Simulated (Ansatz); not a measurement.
Correlation energies of CH₈O₂Si₂, SMILES `CO[SiH2][SiH2]O` by basis set

```xyz
13

C    -2.047    0.852    0.459
O    -0.789    0.215    0.409
Si    0.209    0.302   -0.916
Si    2.001   -0.997   -0.118
O     1.559   -1.385    1.426
H    -2.502    0.642    1.428
H    -2.712    0.478   -0.328
H    -1.947    1.937    0.347
H     0.536    1.728   -1.216
H    -0.490   -0.239   -2.120
H     2.207   -2.229   -0.928
H     3.288   -0.249   -0.111
H     0.688   -1.055    1.666
```

Total charge 0; spin multiplicity 1. Geometry: relaxed with PBE0-D4/def2-TZVP. It is one conformer, not always the lowest. Frozen core, restricted reference, Ansatz. CBS rows extrapolate triple and quadruple zeta; past MP2 they add the triple-zeta difference.

| basis | HF (Eh) | MP2 corr. | CCSD corr. | (T) | CCSD(T) total |
| --- | --- | --- | --- | --- | --- |
| def2-SVP | -769.84377 | -0.70986 | -0.77040 | -0.01825 | -770.63242 |
| def2-TZVPP | -770.29524 | -0.90058 | -0.95247 | -0.03371 | -771.28142 |
| def2-QZVPP | -770.32305 | -0.97006 | – | – | – |
| CBS(def2) | -770.32688 | -1.02152 | -1.07342 | as TZ | -771.43401 |
